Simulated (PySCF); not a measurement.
## `C=C(OC(C)=O)[Se]C`, C₅H₈O₂Se

Molfile (atoms numbered from 1):
```
C5H8O2Se
     RDKit          3D

 16 15  0  0  0  0  0  0  0  0999 V2000
    0.7971   -1.3289    0.4082 C   0  0  0  0  0  0  0  0  0  0  0  0
    0.3927   -0.0890    0.1936 C   0  0  0  0  0  0  0  0  0  0  0  0
   -0.8920    0.3980    0.1078 O   0  0  0  0  0  0  0  0  0  0  0  0
   -2.0041   -0.3217    0.3547 C   0  0  0  0  0  0  0  0  0  0  0  0
   -3.2178    0.5398    0.1316 C   0  0  0  0  0  0  0  0  0  0  0  0
   -2.0233   -1.4725    0.6905 O   0  0  0  0  0  0  0  0  0  0  0  0
    1.4863    1.4577   -0.0877 Se  0  0  0  0  0  2  0  0  0  0  0  0
    3.2669    0.6673    0.0506 C   0  0  0  0  0  0  0  0  0  0  0  0
    0.1017   -2.1341    0.5574 H   0  0  0  0  0  0  0  0  0  0  0  0
    1.8449   -1.5623    0.4445 H   0  0  0  0  0  0  0  0  0  0  0  0
   -3.4443    0.5521   -0.9332 H   0  0  0  0  0  0  0  0  0  0  0  0
   -4.0644    0.1217    0.6671 H   0  0  0  0  0  0  0  0  0  0  0  0
   -3.0207    1.5583    0.4525 H   0  0  0  0  0  0  0  0  0  0  0  0
    3.3932   -0.0816   -0.7270 H   0  0  0  0  0  0  0  0  0  0  0  0
    3.3944    0.2321    1.0384 H   0  0  0  0  0  0  0  0  0  0  0  0
    3.9819    1.4721   -0.0927 H   0  0  0  0  0  0  0  0  0  0  0  0
  1  2  2  0
  2  3  1  0
  3  4  1  0
  4  5  1  0
  4  6  2  0
  2  7  1  0
  7  8  1  0
  1  9  1  0
  1 10  1  0
  5 11  1  0
  5 12  1  0
  5 13  1  0
  8 14  1  0
  8 15  1  0
  8 16  1  0
M  END
```

Theory: PySCF 2.14.0, GIAO KT3/pcSseg-1 magnetisability, rotational g tensor and spin-rotation constants, non-relativistic, gas phase. Geometry: GFN2-xTB.

The calculation is non-relativistic, which matters for the atoms heavier than Zn.

(1) How diamagnetic is it, and how anisotropic?

(2) Split it along the inertial axes a, b, c into diamagnetic and paramagnetic parts about the centre of mass, with the quadrupole moment.

(3) And the rotational g tensor?

## Answers

(1) Isotropic -1401 × 10⁻³⁰ J/T², or -84.4 × 10⁻⁶ cm³/mol; principal values -1477, -1412, -1316 × 10⁻³⁰ J/T², anisotropy 140 × 10⁻³⁰ J/T² (root of half the summed squared differences of the principal values). The susceptibility is in cgs units.

(2) 
| axis | χ (10⁻⁶ cm³/mol) | diamagnetic (10⁻⁶ cm³/mol) | paramagnetic (10⁻⁶ cm³/mol) | summed x² of all electrons (Å²) | quadrupole Θ (D Å) |
| --- | --- | --- | --- | --- | --- |
| a | -81.9 | -468.7 | 386.8 | 379.7 | +6.43 |
| b | -82.5 | -1679.9 | 1597.4 | 94.2 | -1.32 |
| c | -88.8 | -2010.9 | 1922.0 | 16.2 | -5.11 |

Anisotropies 2χaa − χbb − χcc = +7.6 and 2χbb − χaa − χcc = +5.7 × 10⁻⁶ cm³/mol. Θ is traceless in Buckingham's convention.

(3) 
```tsv
axis	rotational constant (GHz)	g	nuclear part	electronic part
a	3.4670	-0.0405	0.5896	-0.6301
b	0.7265	-0.0067	0.5385	-0.5452
c	0.6059	-0.0032	0.5439	-0.5471
```
Asymmetric top; isotopes 12C, 1H, 16O, 80Se; no vibrational averaging.
